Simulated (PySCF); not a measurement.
# Substituent effects on chemical shifts

Parent skeleton `[CH2:1]=[CH:2][SiH:3]([SiH3:4])[Cl:5]`; one hydrogen on atom 4 is replaced by X. Hydrogens on one atom are averaged.

Gas phase, one conformer, averaged over atoms made equivalent by symmetry, fast rotation or ring inversion, relativity neglected. Shieldings: GIAO PBE0/pcSseg-1; GFN2-xTB geometry; PySCF 2.14.

δ = σ(ref) − σ, references computed at the same level: $^{13}$C (186.93 ppm) and $^{29}$Si (349.16 ppm) and $^{1}$H (31.72 ppm) vs TMS; $^{35}$Cl (949.78 ppm) vs HCl.

Known members:
| X | C1 | C2 | Si3 | Si4 | Cl5 | H(C1) | H(C2) | H(Si3) | H(Si4) |
| --- | --- | --- | --- | --- | --- | --- | --- | --- | --- |
| SSiH3 | 146.2 | 144.0 | -18.9 | -56.8 | -53.8 | 6.65 | 6.55 | 5.83 | 4.78 |
| Cl | 144.1 | 144.2 | -17.6 | -38.8 | -52.6 | 6.45 | 6.65 | 5.71 | 5.33 |
| CHO | 148.6 | 142.8 | -14.1 | -74.6 | -68.1 | 6.67 | 6.41 | 5.94 | 4.40 |
| OCH3 | 143.8 | 139.1 | -21.3 | -27.0 | -90.4 | 6.55 | 6.50 | 5.65 | 5.13 |
| F | 143.7 | 145.0 | -21.2 | 2.5 | -67.5 | 6.46 | 6.67 | 5.76 | 5.64 |

Four more derivatives gave (δ, ppm):
| compound | C1 | C2 | Si3 | Si4 | Cl5 | H(C1) | H(C2) | H(Si3) | H(Si4) |
| --- | --- | --- | --- | --- | --- | --- | --- | --- | --- |
| 1 | 143.2 | 140.7 | -9.9 | -49.8 | -87.7 | 6.47 | 6.39 | 5.66 | 5.04 |
| 2 | 143.3 | 146.5 | -10.9 | -91.6 | -55.7 | 6.33 | 6.85 | 5.79 | 4.72 |
| 3 | 141.9 | 148.1 | -18.4 | -55.9 | -64.7 | 6.29 | 6.65 | 5.84 | 3.91 |
| 4 | 143.8 | 145.9 | -18.1 | -49.9 | -46.5 | 6.43 | 6.71 | 5.53 | 5.22 |

Their substituents are 2-furyl, NH2, NHSiH3, cPr. Which is which?

## Answers

1: X = NH2 (C=C[Si@H](Cl)[SiH2]N); 2: X = 2-furyl (C=C[Si@H](Cl)[SiH2]c1ccco1); 3: X = cPr (C=C[Si@H](Cl)[SiH2]C1CC1); 4: X = NHSiH3 (C=C[Si@@H](Cl)[SiH2]N[SiH3]).
